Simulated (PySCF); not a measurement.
**Choosing a basis for TDDFT**

C3H7NSSi.
SMILES: `C=C/C=N\[SiH2]S`

TDDFT with PBE0 (PySCF), vertical singlets, core orbitals frozen in the response, spherical d and f functions. One conformer (not necessarily the lowest) at the PBE0-D3(BJ)/def2-SVP geometry, without solvent, vibrations or thermal averaging.

| basis | functions | diffuse | S1 (eV) | S2 (eV) | S3 (eV) | S4 (eV) | S5 (eV) | LUMO (eV) | α (au) |
| --- | --- | --- | --- | --- | --- | --- | --- | --- | --- |
| 6-31G* | 106 | no | 3.63 | 4.72 | 5.88 | 6.35 | 6.63 | -1.65 | 81.4 |
| def2-SVP | 127 | no | 3.53 | 4.56 | 5.85 | 6.39 | 6.60 | -1.78 | 83.7 |
| 6-31+G* | 130 | yes | 3.59 | 4.57 | 5.74 | 6.03 | 6.09 | -1.90 | 93.7 |
| def2-SVPD | 187 | yes | 3.54 | 4.54 | 5.74 | 6.07 | 6.19 | -1.95 | 100.3 |
| aug-cc-pVDZ | 209 | yes | 3.55 | 4.56 | 5.70 | 5.93 | 5.99 | -1.91 | 102.0 |
| def2-TZVP | 240 | no | 3.55 | 4.58 | 5.73 | 6.15 | 6.27 | -1.89 | 94.6 |
| def2-TZVPD | 300 | yes | 3.54 | 4.57 | 5.69 | 6.00 | 6.04 | -1.93 | 101.8 |

Q: How much do these states and the polarisability depend on the basis?

A: States are compared by their number. Against the largest diffuse basis here (def2-TZVPD, itself not a converged limit), sets without diffuse functions differ by up to 0.09 eV in S1 and 0.59 eV in S5; the smaller diffuse sets differ by up to 0.06 and 0.15 eV. State by state, the largest deviation of a set without diffuse functions is S1 0.09, S2 0.15, S3 0.19, S4 0.40, S5 0.59 eV. The same number needn't mean the same state in each row. Against def2-TZVPD the polarisability deviates by -20% in 6-31G*, -18% in def2-SVP, -8% in 6-31+G*, -1% in def2-SVPD, 0% in aug-cc-pVDZ, -7% in def2-TZVP. A single + in a Pople set puts diffuse functions on heavy atoms only.
